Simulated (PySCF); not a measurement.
**Mn²⁺ (manganese, charge +2): PBE calculation**

Configuration: [Ar] 3d4 4p1, one real determinant (an excited configuration). All numbers are calculated (PySCF 2.14, the non-relativistic Hamiltonian (point nucleus), in aug-cc-pVTZ with one added diffuse shell each of s, p, d, f, g type (9s8p6d4f3g, 118 functions)).

```json
{
  "Total energy": "-1149.395 hartree",
  "One-electron energy": "-1561.393 hartree",
  "Hartree (Coulomb) energy": "463.047 hartree",
  "Exchange-correlation energy": "-51.048 hartree",
  "Kinetic energy": "1148.11308 hartree",
  "⟨S²⟩": "8.7504",
  "⟨L²⟩": "8.007",
  "Sum of ⟨r⟩": "16.30 bohr",
  "Sum of ⟨r²⟩": "22.78 bohr²",
  "Traceless quadrupole moment −½Σ⟨3z² − r²⟩ along its main axis": "-3.49 e·bohr²",
  "Density at the nucleus (Gaussians lack the cusp)": "10500 bohr⁻³",
  "Spin density at the nucleus": "0.0625 bohr⁻³",
  "Langevin diamagnetic susceptibility": "-18.0 ×10⁻⁶ cm³/mol"
}
```

```tsv
shell	electrons	mean orbital energy (eV)	spread (eV)	rms radius, mean of both spins (bohr)
1s α	1	-6400.2	0	0.0713
1s β	1	-6400.2	0	0.0713
2s α	1	-760.15	0	0.307
2s β	1	-758.17	0	0.307
2p α	3	-655.25	0.490	0.275
2p β	3	-653.73	0.810	0.275
3s α	1	-111.64	0	0.915
3s β	1	-106.95	0	0.915
3p α	3	-81.501	0.336	0.969
3p β	3	-76.861	1.431	0.969
3d α	4	-33.190	0.649	1.18
4p α	1	-17.229	0	3.05
```

⟨L²⟩ = 8.01 against 12 for a pure F term, so this real determinant mixes terms.
